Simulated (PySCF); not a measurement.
**A ladder for the electron affinity of Ir**

Ir⁻ [Xe] 4f14 5d8 6s2 (3F) → Ir [Xe] 4f14 5d7 6s2 (4F). Scalar values calculated with PySCF 2.14 in aug-cc-pVTZ-PP with ECP60MDF (ECP; valence: 5s2 5p6 frozen). The spin-orbit shift comes from two-component X2C-1e calculations (generalised Hartree-Fock, GHF, and MP2 on its spinors, GMP2) in x2c-TZVPall-2c with one added diffuse shell each of s, p, d type: GMP2 gives 1.243 eV without and 1.000 eV with screened spin-orbit coupling, a shift of -0.242 eV (GHF: -0.205 eV). Sums use unrounded values; where a UHF row is shifted, it takes the GHF shift.

| method | scalar (eV) | plus spin-orbit shift (eV) | error (eV) |
| --- | --- | --- | --- |
| UHF | -0.007 | -0.212 | -1.776 |
| LDA | 2.211 | 1.969 | 0.405 |
| PBE | 1.972 | 1.730 | 0.166 |
| PBE0 | 1.681 | 1.439 | -0.126 |
| r2SCAN | 1.749 | 1.507 | -0.057 |
| BHandHLYP | 1.331 | 1.089 | -0.475 |
| M06-L | 1.555 | 1.313 | -0.251 |
| B2PLYP | 1.678 | 1.436 | -0.128 |
| wB97X-V | 1.513 | 1.271 | -0.293 |
| MP2 (valence) | 1.565 | 1.323 | -0.241 |
| SCS-MP2 (valence) | 1.564 | 1.322 | -0.242 |
| CCSD (valence) | 1.426 | 1.183 | -0.381 |
| CCSD(T) (valence) | 1.625 | 1.383 | -0.181 |

Reference: 1.564 eV (measured; photodetachment measurements, as compiled on the Wikipedia data page of electron affinities).

The errors of the correlated levels include the incompleteness of the basis and the frozen core, so a lower level can come closer by cancellation.
